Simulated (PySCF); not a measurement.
Species: C7H10F2.
Structure used (PBE0-D3(BJ)/def2-SVP), in Å, numbered top down from 1:
```
atom  x, y, z in Å
F1    -2.516   -0.726    0.598
C2    -1.221   -0.257    0.477
C3    -1.249    1.065   -0.273
C4    -0.013    1.897   -0.085
C5     1.235    1.468    0.133
C6     1.733    0.052    0.155
F7     3.045    0.074   -0.287
C8     0.951   -0.896   -0.737
C9    -0.392   -1.350   -0.175
H10   -0.856   -0.057    1.501
H11   -1.452    0.888   -1.345
H12   -2.118    1.625    0.105
H13   -0.168    2.981   -0.101
H14    2.026    2.207    0.296
H15    1.762   -0.333    1.194
H16    1.588   -1.775   -0.915
H17    0.818   -0.402   -1.712
H18   -1.002   -1.769   -0.990
H19   -0.251   -2.161    0.558
```

Linear response at wB97X-D/def2-SVPD (PySCF, frozen core in the response, non-relativistic).

Static isotropic polarisability: 80.50 au (11.93 Å³), principal values 67.0, 81.8, 92.7 au.

What is the polarisability at 1064 nm and at the sodium D line?

81.06 au at 1064 nm (+0.7 %), 82.38 au at 589.3 nm (+2.3 %). The rise at 589.3 nm is 3.36 times that at 1064 nm; a pure ω² law gives 3.26. The lowest singlet lies at 176 nm, shorter than both wavelengths.

What is the isotropic C6 coefficient between two such molecules, C6 = (3/π)∫α(iω)² dω?

2988 au (Eh·bohr⁶) by a ten-point quadrature over imaginary frequencies, which is 1790 eV·Å⁶ or 172 J·nm⁶/mol.

Which effective excitation energy ω̄ makes London's formula C6 = (3/4)α²ω̄ exact here?

ω̄ = 4·C6/(3α²) = 0.615 Eh = 16.7 eV. A one-pole form α(ω) = α/(1 − ω²/ω̄²) fitted to the 1064 nm value gives 14.1 eV.

The lowest 6 singlets have (eV, f): 7.03, 0.280; 7.44, 0.026; 7.76, 0.000; 8.21, 0.013; 8.46, 0.010; 8.54, 0.007. What share of the static polarisability do they carry in the sum over states α = Σ f/ω²?

4.87 au, 6.0 % of α; the largest term, 4.19 au, is that of the state at 7.03 eV. Their oscillator strengths add up to 0.34. Higher states carry the rest.

What three-body coefficient follows from the one-pole estimate C9 = (3/4)·α·C6?

180000 au. This is an estimate from the two numbers above, not a computed integral.

What molar refraction at the D line follows from R = (4π/3)·N_A·α′, with α′ the polarisability volume?

α′ = 12.21 Å³ gives R = 30.79 cm³/mol, for isolated, non-vibrating species.

One conformer stands for the species.

The pairwise dispersion term of wB97X-D wasn't added to the energies; at a given geometry it leaves orbitals and properties as they are.
